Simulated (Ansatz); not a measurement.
Pulling on the N4–H6 bond in CH6GaN (SMILES C[NH][GaH2]) (multiplicity 1 held, fragments rigid). Energies count from the point at 1.009 Å.
Geometry at that point (charge 0, multiplicity 1):
| atom | x (Å) | y (Å) | z (Å) |
|---|---|---|---|
| Ga | -0.3855 | 0.5922 | 0.3855 |
| H | -0.3562 | 1.0406 | 1.8809 |
| H | -1.2133 | 1.2178 | -0.7828 |
| N | 0.6695 | -0.8300 | -0.0561 |
| C | 0.8330 | -1.4498 | -1.3590 |
| H | 1.2244 | -1.2702 | 0.6625 |
| H | 0.5315 | -2.5034 | -1.3571 |
| H | 1.8687 | -1.4006 | -1.7140 |
| H | 0.2115 | -0.9335 | -2.0923 |

Signs of static correlation in cc-pVDZ, from Ansatz (a quantum-chemistry and plane-wave program) runs.

```csv
R (Å),T1 of restricted CCSD,⟨S²⟩ of UHF,largest double amplitude of restricted CCSD
0.807,0.015,0.000,0.048
0.908,0.016,0.000,0.048
1.009,0.016,0.000,0.049
1.110,0.017,0.000,0.049
1.211,0.017,0.000,0.048
1.362,0.018,0.000,0.044
1.513,0.020,0.106,0.056
1.766,0.023,0.635,(withheld)
2.018,0.028,0.852,0.289
2.321,0.035,0.957,0.420
2.724,0.046,1.009,(withheld)
3.229,0.056,1.009,0.722
```

**Question.** What belongs in the gaps?

**Answer.** 
- 1.766, largest double amplitude of restricted CCSD: 0.175
- 2.724, largest double amplitude of restricted CCSD: 0.577

Doubts at one or more of the structures used: a restricted determinant that unrestricted orbitals would lower (R-CCSD(T)/cc-pVDZ); other coupled-cluster roots lie near (R-CCSD(T)/cc-pVDZ); T1 above 0.05 (R-CCSD(T)/cc-pVDZ, U-CCSD(T)/cc-pVDZ); a spin-contaminated determinant (U-CCSD(T)/cc-pVDZ).
